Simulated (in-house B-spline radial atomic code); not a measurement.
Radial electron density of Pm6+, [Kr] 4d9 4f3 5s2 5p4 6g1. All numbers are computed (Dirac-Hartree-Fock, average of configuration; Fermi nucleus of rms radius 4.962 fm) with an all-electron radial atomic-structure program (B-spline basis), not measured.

Columns: r (bohr), 4πr²n(r) (electrons per bohr), bar.

```
0.000842    2.566 #
 0.00107    3.835 ##
 0.00135    5.622 ##
 0.00171    8.219 ###
 0.00216    11.82 #####
 0.00274    16.87 #######
 0.00346    23.47 ##########
 0.00438       32 #############
 0.00555    42.41 ##################
 0.00702    54.06 ######################
 0.00889    65.88 ###########################
  0.0113       76 ###############################
  0.0142     81.7 ##################################
   0.018    82.04 ##################################
  0.0228    77.63 ################################
  0.0289    72.93 ##############################
  0.0366    74.56 ###############################
  0.0463    85.74 ####################################
  0.0586    100.8 ##########################################
  0.0742    106.3 ############################################
  0.0939    95.39 #######################################
   0.119    80.71 #################################
    0.15    81.73 ##################################
    0.19    92.57 ######################################
   0.241    84.04 ###################################
   0.305    53.87 ######################
   0.386    35.85 ###############
   0.489    39.95 #################
   0.619    39.12 ################
   0.783    25.07 ##########
   0.992    13.45 ######
    1.26    8.786 ####
    1.59    5.244 ##
    2.01    1.946 #
    2.55   0.4547 
    3.22   0.1108 
    4.08 0.001009 
    5.16   0.1109 
    6.54    0.241 
    8.27   0.1215 
    10.5  0.01579 
    13.3 0.000459 
    16.8 2.309e-06 
    21.2 1.303e-09
```

On this grid the curve has 5 maxima, near 0.018, 0.0742, 0.19, 0.489, 6.54 bohr.

The 5p1/2 radial function P(r) = rR(r), positive near the nucleus, with its small component Q(r) (sign convention: Q ≈ (P' + κP/r)/2c):

| r (bohr) | P | Q |
| --- | --- | --- |
| 0.000415 | 0.001045 | 0.00388 |
| 0.000665 | 0.001742 | 0.00586 |
| 0.00107 | 0.002989 | 0.008821 |
| 0.00171 | 0.005272 | 0.01306 |
| 0.00274 | 0.009702 | 0.01906 |
| 0.00438 | 0.01843 | 0.02701 |
| 0.00702 | 0.03578 | 0.03669 |
| 0.0113 | 0.06925 | 0.04632 |
| 0.018 | 0.1254 | 0.05117 |
| 0.0289 | 0.2026 | 0.04407 |
| 0.0463 | 0.2516 | 0.01925 |
| 0.0742 | 0.153 | -0.01478 |
| 0.119 | -0.1631 | -0.02821 |
| 0.19 | -0.3608 | -0.00351 |
| 0.305 | 0.0974 | 0.01936 |
| 0.489 | 0.5486 | 0.002352 |
| 0.783 | -0.2215 | -0.01259 |
| 1.26 | -1.01 | -0.00357 |
| 2.01 | -0.5505 | 0.001801 |
| 3.22 | -0.06349 | 0.0004032 |
